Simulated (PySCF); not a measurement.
## Shifts of the heteroatoms

Geometry:
```csv
atom,x (Å),y (Å),z (Å)
C1,2.519,-0.404,-0.394
C2,1.235,0.354,-0.212
O3,1.240,1.597,-0.273
C4,0.019,-0.377,0.023
C5,-1.161,0.316,0.179
C6,-2.478,-0.336,0.421
O7,-1.199,1.621,0.121
H8,3.356,0.301,-0.476
H9,2.466,-1.017,-1.308
H10,2.687,-1.091,0.448
H11,0.026,-1.465,0.076
H12,-3.173,-0.071,-0.390
H13,-2.913,0.051,1.355
H14,-2.389,-1.427,0.483
H15,-0.230,1.903,-0.050
```

[PySCF: spin–spin couplings from B3LYP/pcJ-1 (without the spin–dipole term); shieldings: GIAO PBE0/pcSseg-1; structure optimised with PBE0-D3(BJ)/def2-SVP; one computed conformer; no solvent; one averaged value for each set of equivalent atoms; non-relativistic Hamiltonian]

Where does ¹⁷O resonate?

Results:


| atoms | environment | σ (ppm) | δ (ppm) |
| --- | --- | --- | --- |
| O3 | ketone oxygen | -134.4 | 383.9 |
| O7 | enol oxygen | 130.2 | 148.0 |

Shieldings were converted by a linear fit to measured shifts: ¹⁷O (scatter 13.4 ppm rms, 14.2 ppm with the 1 outlier that the fit left out vs liquid water, solution or neat liquid). A few per cent of atoms miss by over 2 rms, more outside the fitted compound classes. Couplings are scaled by factors fitted to measured values: ²J(H,H) × 0.91 (rms 0.6 Hz); all others are unscaled and can be 10–30 % off.

Couplings (the largest are listed; each averaged over equivalent pairs; quadrupolar broadening usually hides them): ¹J(C2,O3) = 34.0 Hz, ¹J(C5,O7) = 27.9 Hz, ²J(C6,O7) = -9.3 Hz, ²J(C1,O3) = -4.6 Hz, ²J(C4,O7) = 4.6 Hz, ²J(O3,C4) = 2.9 Hz, ³J(O7,H12) = -3.7 Hz, ³J(O3,H8) = -2.4 Hz.

On a 300 MHz spectrometer ¹⁷O resonates near 40.7 MHz, so 1 ppm is 40.7 Hz.
